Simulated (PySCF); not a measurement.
C6H12SSi.
Bonds: C1–S2, S2–Si3, Si3–C4, Si3–C5, C5–C6, C6–C7 (double), C7–C8, Si3–C8. Hydrogens: H9, H10, H11 on C1; H12, H13, H14 on C4; H15, H16 on C5; H17 on C6; H18 on C7; H19, H20 on C8.

Definitions: NICS(0) = −σiso at the ring centroid; NICS(1) = −σiso and NICS(1)zz = −σzz at ±1 Å along the ring normal z. Level: GIAO PBE0/pcSseg-1 (PySCF, non-relativistic, gas phase) on the GFN2-xTB geometry, one conformer.

Ring bond lengths (Å), with Mayer bond orders in brackets: Si3–C5 1.914 (0.86), C5–C6 1.499 (1.05), C6–C7 1.322 (1.91), C7–C8 1.499 (1.05), C8–Si3 1.915 (0.86).

Task: Give the NICS values of each ring in ppm.

Result: 
```json
{"ring": "Si3–C5–C6–C7–C8", "type": "5-membered ring with Si; formal bonds 1 double, 4 single", "NICS(0)": "-2.3", "NICS(1), two faces": "-2.8 / -3.4", "NICS(1)zz, two faces": "-2.3 / -4.2", "rms pucker (Å)": "0.04", "centre to ring atoms, mean (Å)": "1.38"}
```

Task: What do they say, and how far can they be read as aromaticity?

Result: 
- Si3–C5–C6–C7–C8: mean NICS(1)zz -3.2 ppm, shielded. Si3, C5, C8 have four or more neighbours, and the NICS criterion for π rings isn't applied.

Task: List the ring angles and the Hirshfeld charges of the ring atoms.

Result: 
- Si3–C5–C6–C7–C8: Si3 93.4° (+0.380 e), C5 103.8° (-0.169 e), C6 119.2° (-0.055 e), C7 119.2° (-0.055 e), C8 103.7° (-0.169 e); sum 539.3° against 540° for a flat convex ring.

Task: What are the shieldings of the ring atoms and their hydrogens in the same run (means over atoms taken as equivalent)?

Result: 
| atoms | environment | σ isotropic (ppm) | principal values of the symmetric part, first atom (ppm) |
| --- | --- | --- | --- |
| Si3 | four-coordinate silicon | 310.9 | 291.2, 311.4, 330.2 |
| C5 (×2) | sp3 carbon bound to silicon | 164.5 | 153.8, 157.0, 184.7 |
| C6 (×2) | alkene CH carbon | 48.5 | -58.7, 62.0, 143.2 |
| H15 (×2) | methylene hydrogen | 30.05 | 26.1, 28.6, 35.4 |
| H16 (×2) | methylene hydrogen | 30.09 | 25.6, 27.9, 36.8 |
| H17 (×2) | vinylic hydrogen | 25.62 | 23.3, 26.4, 27.2 |

On an Arm Neoverse V1 with one thread, no GPU (shared host), this took 54 s. This is the whole shielding run at PBE0/pcSseg-1, SCF included.
